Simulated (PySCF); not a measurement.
PySCF job for Zn(H)(Et) (C2H6Zn), SMILES C[CH2][ZnH], TDDFT-ωB97X/def2-SVPD. Coordinates come from a PBE-D3(BJ)/def2-SVP optimisation.

```python
import numpy as np
from pyscf import gto, scf, dft, tdscf

mol = gto.M(
    atom='''
    Zn   -0.04804877   -0.84906161    0.00000000
    H    -0.59597172   -2.30560559   -0.00000000
    C     0.65286005    0.97873437    0.00000000
    C    -0.40607250    2.09099695    0.00000000
    H     1.32132980    1.08531366   -0.88404568
    H     1.32132980    1.08531365    0.88404568
    H    -1.06745828    2.04104911    0.89063401
    H    -1.06745828    2.04104911   -0.89063401
    H     0.04896658    3.10634041    0.00000000
    ''',
    basis='def2-SVPD',
    charge=0,
    spin=0,
    symmetry=True,
    max_memory=1600,
    verbose=4,
)
mf = dft.RKS(mol, xc='wb97x').density_fit(auxbasis='def2-universal-jkfit')
mf.grids.level = 3
mf.conv_tol = 1e-9
mf.max_cycle = 100
mf.kernel()
mf.grids = dft.Grids(mol).set(level=1).build(with_non0tab=True)  # coarser grid for the response kernel
td = tdscf.TDDFT(mf)
td.singlet = True
td.nstates = 10
td.conv_tol = 1e-4
td.kernel(x0=td.get_init_guess(mf, 15))
td.analyze()
tt = tdscf.TDA(mf)
tt.singlet = False
tt.nstates = 4
tt.conv_tol = 1e-4
tt.kernel(x0=tt.get_init_guess(mf, 9))
tt.analyze(verbose=3)
```

It prints:

```
PySCF version 2.14.0

[INPUT] verbose = 4
[INPUT] num. atoms = 9
[INPUT] num. electrons = 48
[INPUT] charge = 0
[INPUT] spin (= nelec alpha-beta = 2S) = 0
[INPUT] symmetry True subgroup None
[INPUT] Mole.unit = angstrom
[INPUT] Symbol           X                Y                Z      unit          X                Y                Z       unit  Magmom
[INPUT]  1 Zn    -0.048048770000  -0.849061610000   0.000000000000 AA   -0.090799015922  -1.604493905782   0.000000000000 Bohr   0.0
[INPUT]  2 H     -0.595971720000  -2.305605590000   0.000000000000 AA   -1.126223328786  -4.356963116366   0.000000000000 Bohr   0.0
[INPUT]  3 C      0.652860050000   0.978734370000   0.000000000000 AA    1.233726692170   1.849539907999   0.000000000000 Bohr   0.0
[INPUT]  4 C     -0.406072500000   2.090996950000   0.000000000000 AA   -0.767365811717   3.951411562801   0.000000000000 Bohr   0.0
[INPUT]  5 H      1.321329800000   1.085313660000  -0.884045680000 AA    2.496951442226   2.050945576649  -1.670604216805 Bohr   0.0
[INPUT]  6 H      1.321329800000   1.085313650000   0.884045680000 AA    2.496951442226   2.050945557752   1.670604216805 Bohr   0.0
[INPUT]  7 H     -1.067458280000   2.041049110000   0.890634010000 AA   -2.017203798599   3.857023824687   1.683054356123 Bohr   0.0
[INPUT]  8 H     -1.067458280000   2.041049110000  -0.890634010000 AA   -2.017203798599   3.857023824687  -1.683054356123 Bohr   0.0
[INPUT]  9 H      0.048966580000   3.106340410000   0.000000000000 AA    0.092533425457   5.870132624569   0.000000000000 Bohr   0.0

nuclear repulsion = 156.008349261211
point group symmetry = Cs
symmetry origin: [ 3.93692939e-09 -1.18107901e-09  0.00000000e+00]
symmetry axis x: [ 1.00000000e+00  2.23011329e-09 -8.39733900e-19]
symmetry axis y: [ 2.23011329e-09 -1.00000000e+00  1.16151367e-10]
symmetry axis z: [-6.12127904e-18  1.16151367e-10  1.00000000e+00]
num. orbitals of irrep A' = 79
num. orbitals of irrep A" = 43
number of shells = 52
number of NR pGTOs = 196
number of NR cGTOs = 122
basis = def2-SVPD
ecp = {}


[settings echo left out]
init E= -1858.54079795098
HOMO (A') = -0.265106340151287  LUMO (A') = 0.0146729131265326  gap/eV = 7.61318
cycle= 1 E= -1858.87514146202  delta_E= -0.334  |g|= 0.464  |ddm|= 3.32
HOMO (A') = -0.328124063590255  LUMO (A') = 0.0358238673751119  gap/eV = 9.90353
cycle= 2 E= -1858.87636494081  delta_E= -0.00122  |g|= 0.53  |ddm|= 1.24
HOMO (A') = -0.341317340309964  LUMO (A') = 0.0433448355556507  gap/eV = 10.46719
cycle= 3 E= -1858.91234125808  delta_E= -0.036  |g|= 0.036  |ddm|= 0.644
HOMO (A') = -0.346763310507737  LUMO (A') = 0.0464260552359361  gap/eV = 10.69923
cycle= 4 E= -1858.91273840383  delta_E= -0.000397  |g|= 0.0201  |ddm|= 0.122
HOMO (A') = -0.343671820059971  LUMO (A') = 0.0472339712305452  gap/eV = 10.63709
cycle= 5 E= -1858.91285323515  delta_E= -0.000115  |g|= 0.00203  |ddm|= 0.0321
HOMO (A') = -0.343979608086927  LUMO (A') = 0.0470736256024828  gap/eV = 10.64110
cycle= 6 E= -1858.91285626222  delta_E= -3.03e-06  |g|= 0.000749  |ddm|= 0.0149
HOMO (A') = -0.343925993896593  LUMO (A') = 0.0471385405664728  gap/eV = 10.64141
cycle= 7 E= -1858.91285647599  delta_E= -2.14e-07  |g|= 0.000229  |ddm|= 0.00316
HOMO (A') = -0.343932377616254  LUMO (A') = 0.0471548615703661  gap/eV = 10.64203
cycle= 8 E= -1858.91285649708  delta_E= -2.11e-08  |g|= 7.46e-05  |ddm|= 0.00098
HOMO (A') = -0.343932884709109  LUMO (A') = 0.0471541394829611  gap/eV = 10.64202
cycle= 9 E= -1858.91285649946  delta_E= -2.38e-09  |g|= 1.33e-05  |ddm|= 0.000273
HOMO (A') = -0.343934093733942  LUMO (A') = 0.0471530859042746  gap/eV = 10.64202
cycle= 10 E= -1858.91285649961  delta_E= -1.52e-10  |g|= 3.3e-06  |ddm|= 6.77e-05
HOMO (A') = -0.343933847778671  LUMO (A') = 0.047153160655701  gap/eV = 10.64202
Extra cycle  E= -1858.91285649962  delta_E= -8.19e-12  |g|= 1.51e-06  |ddm|= 1.46e-05
converged SCF energy = -1858.91285649962
tot grids = 32632


******** <class 'pyscf.tdscf.rks.TDDFT'> for <class 'pyscf.df.df_jk.DFSymAdaptedRKS'> ********
nstates = 10 singlet
deg_eia_thresh = 1.000e-03
wfnsym = None
conv_tol = 0.0001
eigh lindep = 1e-12
eigh level_shift = 0
eigh max_cycle = 100


Excitation energies (eV)
[5.59653523 5.67068777 6.91926101 7.980089   8.08922583 8.50322095
 8.54067733 8.76648673 8.8514191  9.03188318]

** Singlet excitation energies and oscillator strengths **
Excited State   1:   A'      5.59654 eV    221.54 nm  f=0.0004
      24 -> 25       -0.69064
Excited State   2:   A"      5.67069 eV    218.64 nm  f=0.0009
      24 -> 26       -0.69069
Excited State   3:   A'      6.91926 eV    179.19 nm  f=0.2191
      23 -> 27        0.11136
      24 -> 27        0.67873
Excited State   4:   A'      7.98009 eV    155.37 nm  f=0.2428
      23 -> 25       -0.67655
      24 -> 28        0.12867
Excited State   5:   A"      8.08923 eV    153.27 nm  f=0.2264
      23 -> 26        0.68618
Excited State   6:   A"      8.50322 eV    145.81 nm  f=0.0086
      22 -> 25       -0.66066
      22 -> 27        0.18039
Excited State   7:   A'      8.54068 eV    145.17 nm  f=0.4128
      22 -> 26       -0.24260
      23 -> 25       -0.10065
      23 -> 27       -0.15138
      23 -> 29       -0.14307
      24 -> 28       -0.55870
      24 -> 30       -0.18837
      24 -> 32       -0.12025
Excited State   8:   A'      8.76649 eV    141.43 nm  f=0.1833
      22 -> 26        0.40884
      23 -> 27       -0.15622
      23 -> 28        0.15722
      23 -> 29       -0.10727
      24 -> 28       -0.14682
      24 -> 29        0.46134
Excited State   9:   A'      8.85142 eV    140.07 nm  f=0.0301
      22 -> 26       -0.47846
      23 -> 28        0.11243
      24 -> 28        0.20295
      24 -> 29        0.41279
Excited State  10:   A'      9.03188 eV    137.27 nm  f=0.0434
      21 -> 25       -0.10271
      23 -> 27        0.36039
      23 -> 28       -0.12419
      24 -> 27       -0.12199
      24 -> 28       -0.20978
      24 -> 30        0.49377

** Transition electric dipole moments (AU) **
state          X           Y           Z        Dip. S.      Osc.
  1         0.0538      0.0162      0.0000      0.0032      0.0004
  2         0.0000     -0.0000      0.0804      0.0065      0.0009
  3        -0.4295     -1.0527     -0.0000      1.2926      0.2191
  4        -0.8640      0.7038      0.0000      1.2419      0.2428
  5        -0.0000     -0.0000      1.0688      1.1424      0.2264
  6         0.0000     -0.0000     -0.2033      0.0413      0.0086
  7        -0.5281     -1.3014     -0.0000      1.9726      0.4128
  8        -0.3508     -0.8547      0.0000      0.8536      0.1833
  9        -0.0480      0.3695     -0.0000      0.1388      0.0301
 10        -0.1373      0.4210      0.0000      0.1961      0.0434

** Transition velocity dipole moments (imaginary part, AU) **
state          X           Y           Z        Dip. S.      Osc.
  1         0.0122      0.0042     -0.0000      0.0002      0.0005
  2        -0.0000     -0.0000      0.0161      0.0003      0.0008
  3        -0.1080     -0.2657      0.0000      0.0823      0.2157
  4        -0.2489      0.2047     -0.0000      0.1038      0.2361
  5         0.0000     -0.0000      0.3139      0.0985      0.2210
  6        -0.0000     -0.0000     -0.0667      0.0044      0.0095
  7        -0.1641     -0.4021      0.0000      0.1886      0.4007
  8        -0.1059     -0.2665      0.0000      0.0822      0.1702
  9        -0.0127      0.1242     -0.0000      0.0156      0.0320
 10        -0.0456      0.1293      0.0000      0.0188      0.0378

** Transition magnetic dipole moments (imaginary part, AU) **
state          X           Y           Z
  1        -0.0000      0.0000     -0.7739
  2         0.8966     -0.4496     -0.0000
  3        -0.0000     -0.0000      0.8289
  4         0.0000      0.0000      1.6351
  5         1.4199     -0.2099      0.0000
  6         0.6658      0.3176     -0.0000
  7         0.0000     -0.0000     -0.1824
  8         0.0000      0.0000      0.5669
  9        -0.0000     -0.0000     -0.1324
 10        -0.0000      0.0000     -0.2597


******** <class 'pyscf.tdscf.rks.TDA'> for <class 'pyscf.df.df_jk.DFSymAdaptedRKS'> ********
nstates = 4 triplet
deg_eia_thresh = 1.000e-03
wfnsym = None
conv_tol = 0.0001
eigh lindep = 1e-12
eigh level_shift = 0
eigh max_cycle = 100


Excitation energies (eV)
[5.3744413  5.46091968 6.0148755  7.31379518]

** Triplet excitation energies and oscillator strengths **
Excited State   1:   A'      5.37444 eV    230.69 nm  f=0.0000
Excited State   2:   A"      5.46092 eV    227.04 nm  f=0.0000
Excited State   3:   A'      6.01488 eV    206.13 nm  f=0.0000
Excited State   4:   A'      7.31380 eV    169.52 nm  f=0.0000
```

Self-consistency was reached.

Cost: roughly 3.0 core-minutes.
